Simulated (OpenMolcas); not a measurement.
Ar5+: the spin-orbit constant, worked from levels

| Item | Value |
| --- | --- |
| Program | OpenMolcas 26.06 |
| Basis | ANO-R3 [6s5p4d2f1g] |
| Scalar Hamiltonian | X2C, finite nucleus |
| Active space | 3 electrons in 4 orbitals (3s 3p) |
| State averaging | 2S+1 = 4 odd, 1 root; 2S+1 = 2 odd, 11 roots; 2S+1 = 4 even, 3 roots; 2S+1 = 2 even, 9 roots |
| Spin-orbit coupling | state interaction with AMFI integrals over the reference wave functions, term energies averaged over their components |

Methods: CASSCF; MS-CASPT2, IPEA 0.25 Eh, imaginary shift 0.1 Eh (closed shells correlated: 2s 2p). Measured levels: Saloman, J. Phys. Chem. Ref. Data 39, 033101 (2010).

**The spin-orbit constant.** For the Hund term 2P* of p1, E(J) = (A/2) J(J+1) + constant and ζ = 2S·A = A. From J = 1/2 to J = 3/2 the energy changes by 1.5 A.

| Source | E(3/2) - E(1/2) | A | ζ |
| --- | --- | --- | --- |
| CASSCF | 2021.4 | 1347.6 | 1348 |
| MS-CASPT2 | 2033.0 | 1355.3 | 1355 |
| measured | 2207.9 | 1471.9 | 1472 |

All in cm-1. MS-CASPT2 is off by -7.9 % and CASSCF by -8.4 %. Both methods take the spin-orbit matrix elements from the reference wave functions, so the second can move ζ only through the term energies and any multistate remixing.

Over all roots computed the reference weight is 0.88 to 0.99 in MS-CASPT2; the roots of lowest weight are the least certain, and an intruder state may touch them. Computed and measured levels are paired by configuration, term and J; levels that our copy of the source lacks, or whose pairing is in doubt (as where it misses far off the trend of its configuration), stay unpaired and out of the deviations. Levels of configurations outside the active space are missing.

* marks odd parity.
